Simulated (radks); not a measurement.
All-electron atom: Cr IV in [Ar] 3d3 (the NIST ground configuration). All-electron calculation, scalar-relativistic Kohn-Sham, PBE, spin-unpolarised, spherical densities, point nucleus. Program: a radial shooting solver on a logarithmic mesh with Libxc functionals. Some entries of the table are withheld. Estimate them.

orbital,occ.,eigenvalue (eV),<r> (bohr)
1s,2,-5920.589,0.06356
2s,2,-707.6336,(1)
2p,6,(2),0.2599
3s,2,-112.7127,0.8879
3p,6,(3),0.9381
3d,3,-39.1205,1.108

Answer. 
(1) 2s <r> (bohr): 0.2931
(2) 2p eigenvalue (eV): -601.1063
(3) 3p eigenvalue (eV): -83.7419
